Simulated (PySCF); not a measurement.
## Spinor energies of P⁴⁺ (phosphorus, charge +4)

Start: [Ne] 3s1; 3s1/2 filled at m_j = +1/2. Calculated with PySCF 2.14 in x2c-QZVPPall-2c (9s7p4d2f1g, 73 functions): generalised Hartree-Fock with the X2C-1e Hamiltonian and a Gaussian nucleus; one run each with spin-orbit coupling (SO) switched off, then screened by Boettger's factors.

| spinor shell | electrons | ε, spin-free (eV) | ε, screened SO (eV) | weight of nominal j (screened SO) | rms radius, screened SO (bohr) |
| --- | --- | --- | --- | --- | --- |
| 1s1/2 | 2 | -2240.7 | -2240.7 | 1.000 | 0.120 |
| 2s1/2 | 2 | -261.47 | -261.47 | 1.000 | 0.558 |
| 2p1/2 | 2 | -203.21 | -203.92 | 0.947 | 0.535 |
| 3s1/2 | 1 | -64.613 | -64.613 | 1.000 | 1.72 |

Where does 2p3/2 lie, and what is the 2p spin-orbit splitting (screened SO)?

At -202.85 eV, 1.073 eV above 2p1/2.

```
   quantity   spin-free  screened SO
E (hartree)  -337.55192   -337.55224
        M_J         1/2          1/2
       ⟨J²⟩       0.750        0.750
       ⟨L²⟩       0.000        0.000
       ⟨S²⟩       0.750        0.750
```

Each row is a mean over spinors that exchange with the open shell spreads, by up to 1.268 eV (2s1/2).

Without spin-orbit coupling the j labels of p, d and f shells carry no meaning; the spin-free column gives the mean over the occupied spinors of each nl shell.
